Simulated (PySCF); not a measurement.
Input and output

[Tm(SH)4]− (singlet in the valence; each metal's 4f electrons, 12 of them, lie in its core potential, out of spins and levels). PySCF 2.14.0, RKS PBE0, Tm lcecp-1-SVP with ECP58, S def2-SVP, H def2-SVP; non-relativistic Hamiltonian with scalar-relativistic core potentials where named; density fitting; no spin-orbit coupling. The geometry is an unrelaxed template.

```python
mol = gto.M(atom='''
Tm     0.00000     0.00000     0.00000
S      1.54120     1.54120     1.54120
H      2.65100     0.81250     1.73180
S     -1.54120    -1.54120     1.54120
H     -2.65100    -0.81250     1.73180
S      1.54120    -1.54120    -1.54120
H      0.81250    -2.65100    -1.73180
S     -1.54120     1.54120    -1.54120
H     -0.81250     2.65100    -1.73180''',
    basis={'Tm': 'lcecp-1-SVP', 'S': 'def2-SVP', 'H': 'def2-SVP'},
    ecp={'Tm': 'lcecp-1-SVP'},
    charge=-1, spin=0)
mf = dft.RKS(mol, xc='PBE0')
mf.grids.atom_grid = (50, 194)  # f atoms: unpruned, at least (60, 302)
mf = mf.density_fit()  # fitting sets: Tm AutoAux, S def2-universal-JKFIT, H def2-universal-JKFIT
mf.conv_tol = 1e-08; mf.max_cycle = 55
mf.kernel(dm0)  # dm0: free metal ions and neutral atoms
```

Run from Python with OMP_NUM_THREADS=2; the lines above give its settings. Where DIIS fails, smearing, a level shift and second-order steps follow.
It took 5.1 s on 2 threads of Arm Neoverse V2, on a shared host, peak memory 0.69 GiB.

Problem. Where do the frontier levels lie, over both spins?

Solution. HOMO -2.87 eV, LUMO 2.92 eV. The 4f levels lie in the core potential and are missing.

Problem. What does the SCF print?

Solution. 
```
init E= -1660.4743054555
cycle= 1 E= -1632.87067707953  delta_E= 27.6  |g|= 1.43  |ddm|= 3.85
cycle= 2 E= -1632.8822556844  delta_E= -0.0116  |g|= 1.04  |ddm|=  3.1
cycle= 3 E= -1633.19702068525  delta_E= -0.315  |g|= 0.31  |ddm|= 1.97
cycle= 4 E= -1633.23090017226  delta_E= -0.0339  |g|= 0.0639  |ddm|= 0.561
...
cycle= 8 E= -1633.23244474047  delta_E= -2.61e-08  |g|= 8.97e-05  |ddm|= 0.0004
cycle= 9 E= -1633.23244474365  delta_E= -3.18e-09  |g|= 1.61e-05  |ddm|= 0.000179
Extra cycle  E= -1633.23244474362  delta_E= 2.84e-11  |g|= 1.91e-05  |ddm|= 5.42e-05
converged SCF energy = -1633.23244474362
```

Problem. What are the Mulliken charges and spins?

Solution. 
| atom | charge (e) | spin (e) |
| --- | --- | --- |
| Tm1 | 0.683 | 0.000 |
| S2 | -0.490 | 0.000 |
| H3 | 0.069 | 0.000 |
| S4 | -0.490 | 0.000 |
| H5 | 0.069 | 0.000 |
| S6 | -0.490 | 0.000 |
| H7 | 0.069 | 0.000 |
| S8 | -0.490 | 0.000 |
| H9 | 0.069 | 0.000 |
The spin of the 4f electrons in the core isn't counted.

An lcecp potential fixes the number of 4f electrons, so in runs with it no electron can move into or out of that shell.
